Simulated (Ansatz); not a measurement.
Geometry optimisation, RHF/def2-SVP in Ansatz 0.2.0.

input.yaml

```yaml
crystal:
  periodic: [false, false, false]
  atoms:
    - { symbol: Si, position_ang: [0.0, 0.0, 0.0] }
    - { symbol: Si, position_ang: [0.0, 0.0, 2.22] }
    - { symbol: H, position_ang: [-1.3148, -0.4067, 2.7074] }
    - { symbol: H, position_ang: [1.0096, -0.9353, 2.7074] }
    - { symbol: H, position_ang: [0.3052, 1.342, 2.7074] }
    - { symbol: O, position_ang: [1.5842, 0.0, -0.5594] }
    - { symbol: C, position_ang: [2.3503, -1.1632, -0.836] }
    - { symbol: H, position_ang: [1.7187, -1.9052, -1.3675] }
    - { symbol: H, position_ang: [3.2179, -0.8926, -1.4733] }
    - { symbol: H, position_ang: [2.7141, -1.6023, 0.1163] }
    - { symbol: H, position_ang: [-0.6877, 1.1914, -0.4862] }
    - { symbol: H, position_ang: [-0.6877, -1.1914, -0.4862] }
basis:
  gaussian: { orbitals: def2-SVP }
hamiltonian:
  xc: hf
relax:
  f_tol: 0.02
  max_steps: 40
```

Command:

```bash
$ ansatz run input.yaml --threads 1 --pin off --max-ram 2048MiB --backend cpu --events-out ev --progress --plain --runs-dir out
```

Question: Where does it end, and by what steps?

Answer: The run converged. After 11 steps the energy has fallen by 0.276 eV; H5 moved furthest, 0.46 Å.

```
step  energy less start (eV)  largest force component (eV/Å)  accepted
   0                  0.0000                           1.760       yes
   1                 -0.2370                           0.549       yes
   2                 -0.2564                           0.259       yes
   3                 -0.2607                           0.110       yes
   4                 -0.2668                           0.204       yes
   5                 -0.2714                           0.020       yes
   6                 -0.2676                           0.306        no
   7                 -0.2737                           0.024       yes
   8                 -0.2739                           0.125       yes
   9                 -0.2742                           0.107       yes
  10                 -0.2754                           0.138       yes
  11                 -0.2761                           0.007       yes
```

```xyz
12
Properties=species:S:1:pos:R:3
Si -0.084 -0.059 -0.118
Si 0.040 -0.050 2.253
H -1.333 -0.078 2.821
H 0.778 -1.238 2.754
H 0.731 1.171 2.739
O 1.417 -0.066 -0.808
C 2.370 -1.081 -0.806
H 1.984 -1.996 -1.265
H 3.234 -0.751 -1.380
H 2.705 -1.321 0.207
H -0.774 1.158 -0.591
H -0.856 -1.253 -0.556
```

Whether the end is a true minimum wasn't checked by a vibrational analysis.

Time of the run: 32 s on 1 thread of Arm Neoverse V1, on a shared host, peak memory 0.19 GiB.
